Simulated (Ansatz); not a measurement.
```yaml
crystal:
  periodic: [false, false, false]
  atoms:
    - {symbol: N, position_ang: [-1.061919, 0.864385, -0.301881]}
    - {symbol: C, position_ang: [-0.509227, -0.293808, -0.442180]}
    - {symbol: C, position_ang: [0.827700, -0.459356, 0.033192]}
    - {symbol: O, position_ang: [1.021962, -1.461222, 0.887660]}
    - {symbol: Se, position_ang: [2.168018, 0.517534, -0.623691]}
    - {symbol: H, position_ang: [-0.563465, 1.664035, 0.093738]}
    - {symbol: H, position_ang: [-1.973347, 1.048243, -0.694012]}
    - {symbol: H, position_ang: [0.182678, -1.936913, 0.991272]}
basis:
  gaussian: {orbitals: ANO-RCC-VTZP}
hamiltonian: {xc: {name: HF}}
correlation: {method: rpa, electrons: outside_noble_gas}
```

```sh
$ ansatz run in.yaml --threads 4 --pin off --events-out ev --progress --plain --max-ram 10444MiB
```

Shortened log:

```
Functional definition: HF
1269 factors; integrals over basis functions are off by at most 8.6e-4 eV
mean field evaluation 1: about -71699.3149 eV, gradient 3.5e1 eV
mean field evaluation 2: about -71699.4495 eV, gradient 3.5e1 eV
mean field evaluation 4: about -71702.3326 eV, gradient 4.8e0 eV
mean field evaluation 8: about -71702.4308 eV, gradient 2.4e-1 eV
mean field -71702.43167188 eV, -2635.0157622877 hartree, gradient 2.5e-6 eV, S^2 0.000000; 1 other end points of the search recorded, 0 dependent functions left out; unrestricted orbitals would lower it
18 core orbitals not correlated: weight in the atoms' cores, before any rotation towards them, 1.000 or more for the frozen orbitals, at most 0.000 for the correlated occupied ones
reference -71702.43167188 eV, -2635.0157622877 hartree; 14, 14 occupied and 173, 173 virtual orbitals, 1269 factors
Total energy: -71730.34928459 eV, -2636.0417156316 hartree
Relativity: scalar
```

It took 3.7 s on 4 threads of an AMD EPYC 9R45 on a shared host, with 0.57 GiB of host memory at the peak.
